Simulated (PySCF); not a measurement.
Si(F)2(I)(OH) (F₂HIOSi), SMILES O[Si](F)(F)I.

Coordinates come from a PBE-D3(BJ)/def2-SVP optimisation. This is a generated structure with no PubChem entry under its InChIKey; it may be hypothetical. The def2 effective core potentials stand for the cores of I; spin–orbit coupling is left out. The values are those of a single conformer.

Calculation: PBE-D3(BJ)/def2-SVP (PySCF 2.14.0).

Frequencies are harmonic and unscaled.

```json
[
 {"mode": "1", "ν (cm⁻¹)": "109", "IR (km/mol)": "64.3", "moving atoms (share of kinetic energy)": "H 59 %, F 39 %"},
 {"mode": "2", "ν (cm⁻¹)": "171", "IR (km/mol)": "1.1", "moving atoms (share of kinetic energy)": "O 44 %, F 36 %, Si 9 %"},
 {"mode": "3", "ν (cm⁻¹)": "188", "IR (km/mol)": "31.4", "moving atoms (share of kinetic energy)": "F 47 %, H 34 %, Si 12 %"},
 {"mode": "4", "ν (cm⁻¹)": "229", "IR (km/mol)": "8.2", "moving atoms (share of kinetic energy)": "F 37 %, I 34 %, O 23 %"},
 {"mode": "5", "ν (cm⁻¹)": "312", "IR (km/mol)": "18.8", "moving atoms (share of kinetic energy)": "F 69 %, Si 19 %, O 12 %"},
 {"mode": "6", "ν (cm⁻¹)": "316", "IR (km/mol)": "42.4", "moving atoms (share of kinetic energy)": "O 45 %, F 36 %, Si 16 %"},
 {"mode": "7", "ν (cm⁻¹)": "430", "IR (km/mol)": "151.6", "moving atoms (share of kinetic energy)": "Si 55 %, F 22 %, H 11 %"},
 {"mode": "8", "ν (cm⁻¹)": "746", "IR (km/mol)": "112.5", "moving atoms (share of kinetic energy)": "H 39 %, O 33 %, F 24 %"},
 {"mode": "9", "ν (cm⁻¹)": "846", "IR (km/mol)": "242.5", "moving atoms (share of kinetic energy)": "H 37 %, F 29 %, Si 28 %"},
 {"mode": "10", "ν (cm⁻¹)": "934", "IR (km/mol)": "133.0", "moving atoms (share of kinetic energy)": "F 51 %, Si 48 %"},
 {"mode": "11", "ν (cm⁻¹)": "968", "IR (km/mol)": "123.5", "moving atoms (share of kinetic energy)": "Si 47 %, O 34 %, F 13 %"},
 {"mode": "12", "ν (cm⁻¹)": "3743", "IR (km/mol)": "109.8", "moving atoms (share of kinetic energy)": "H 94 %"}
]
```
